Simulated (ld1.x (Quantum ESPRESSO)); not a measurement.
**Which change was made? (Sn, TM)**

* Element: tin
* Generator: ld1.x (Quantum ESPRESSO) 7.5
* Type: norm-conserving Troullier–Martins (Kleinman–Bylander form)
* Functional: LDA (PZ)
* Relativity: scalar-relativistic
* Frozen core: [Kr] 4d10
* Valence charge: 4
* Reference configuration: 5s2 5p0.5 (charge +1.5)
* Partial waves: 5s (bound): rc 1.55 bohr; 5p (bound): rc 2.10 bohr
* Local potential: the p channel
* Core correction: none

Cutoffs, loose and tight: the cutoffs (Ry, on a coarse ladder) from which the occupation-weighted sum of valence levels, in a spherical-Bessel basis at the reference potential, stays within 10 and 1 mRy of its value at 400 Ry. They do not see the model core or the augmentation charge, which bear on the density cutoff. Test errors are all-electron minus pseudo excitation energies from the reference, over the configurations 5s2 5p2; 5s2 5p1; 5s2 5p0; 5s1 5p2; 5s1 5p0; 5s2 5p2.3; 5s2 5p1.5 (two spin-polarised tests are not counted in the largest error); variants that change the core or the reference have their own tests. The largest error is taken over the tests solved by every variant that gives reliable tests at all, those not shown here included: 5s1 5p0; 5s1 5p2; 5s2 5p0; 5s2 5p1; 5s2 5p1.5; 5s2 5p2.

The base gives: outcome: generated; cutoff, loose: 45 Ry; cutoff, tight: 100 Ry; bound ghosts: none; largest test error (meV): +220.

(1) After one change the result is: outcome: generated; cutoff, loose: 35 Ry; cutoff, tight: 100 Ry; bound ghosts: none; largest test error (meV): +339. Which change was it?
A. wave 5s (bound): rc 1.55 bohr becomes 5s (bound): rc 1.66 bohr
B. local potential all-electron potential smoothed inside 1.40 bohr (lloc = -1)
C. reference 5s2 5p2
D. functional PBE
E. core correction a·sin(br)/r model core inside 1.20 bohr

Results:

(1) C. The others give: core correction a·sin(br)/r model core inside 1.20 bohr → outcome: generated; cutoff, loose: 45 Ry; cutoff, tight: 100 Ry; bound ghosts: none; largest test error (meV): -166 | functional PBE → outcome: generated; cutoff, loose: 45 Ry; cutoff, tight: 100 Ry; bound ghosts: none; largest test error (meV): +176 | wave 5s (bound): rc 1.55 bohr becomes 5s (bound): rc 1.66 bohr → outcome: generated; cutoff, loose: 30 Ry; cutoff, tight: 60 Ry; bound ghosts: none; largest test error (meV): +224 | local potential all-electron potential smoothed inside 1.40 bohr (lloc = -1) → outcome: generated; cutoff, loose: 35 Ry; cutoff, tight: 100 Ry; bound ghosts: s, d, p; largest test error (meV): +200.
